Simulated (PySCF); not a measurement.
[Ag(NH3)4]2+: Ag(II) (d9), charge +2. The structure is a PBE0-D3(BJ)/def2-SVP, IEF-PCM water geometry optimised for multiplicity 2; coordination square planar, point group Ci, metal–donor distances 2.19 Å.

The d shell alone is too small an active space for [Ag(NH3)4]2+ (an active orbital has only 0.68 squared overlap with the free ion's shell): its levels, fitted parameters, g values and moments show what this model gives and aren't sound predictions.

Method (PySCF 2.14, density fitting): CASSCF(9,5) with orbitals averaged over all microstates of the shell, strongly contracted NEVPT2 on the averaged canonical orbitals; basis x2c-TZVPall on the metal, x2c-SVPall elsewhere; spin-free X2C; IEF-PCM water; spin-orbit coupling by state interaction with the mean-field operator over all roots.

CASSCF energies above the lowest CASSCF root:

| state | CASSCF / cm⁻¹ |
| --- | --- |
| 2Ag | 0 |
| 2Ag | 21143 |
| 2Ag | 21236 |
| 2Ag | 23385 |
| 2Ag | 23452 |

Problem. How does dynamic correlation (SC-NEVPT2) move these states?

Solution. 
```tsv
state	NEVPT2 / cm⁻¹	shift / cm⁻¹
2Ag	0	0
2Ag	27347	+6204
2Ag	28214	+6978
2Ag	30451	+7066
2Ag	30539	+7087
```

These are spin-free levels; spin-orbit coupling mixes and splits them, by more than some of the gaps here.

NEVPT2 lifts 2Ag from 21236 to 28214 cm⁻¹; on the d shell alone such lifts tend to overshoot.
